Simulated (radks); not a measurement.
Valence configurations of I II (all share [Kr]). All-electron calculation, scalar-relativistic Kohn-Sham, PBEsol, spin-unpolarised, spherical densities, finite nucleus; Fermi nuclear charge, rms radius 4.75 fm. Program: a radial shooting solver on a logarithmic mesh with Libxc functionals. Energies are relative to 4d10 5s2 5p4; eigenvalues in eV.

valence,E (eV),e(4d),e(5p),e(5s)
4d10 5s2 5p4,0.000,-59.755,-15.378,-26.306
4d10 5s1.5 5p4.5,5.484,-60.424,-15.676,-26.685
4d10 5s1 5p5,11.008,-61.083,-15.968,-27.056
4d10 5p6,22.174,-62.371,-16.531,-
4d9.5 5s2 5p4.5,22.848,-63.147,-16.097,-27.394
4d9.5 5s1 5p5.5,34.221,-64.437,-16.669,-28.118
4d9 5s2 5p5,47.033,-66.533,-16.804,-28.460
4d9 5s1 5p6,58.762,-67.789,-17.359,-29.161
4d8.5 5s2 5p5.5,72.559,-69.915,-17.500,-29.506
4d8 5s2 5p6,99.429,-73.294,-18.187,-30.534

NIST lists [Kr] 4d10 5s2 5p4 as the ground configuration; this level of theory agrees among the configurations tried. The energies are those of spherical spin-averaged densities, not of single terms.
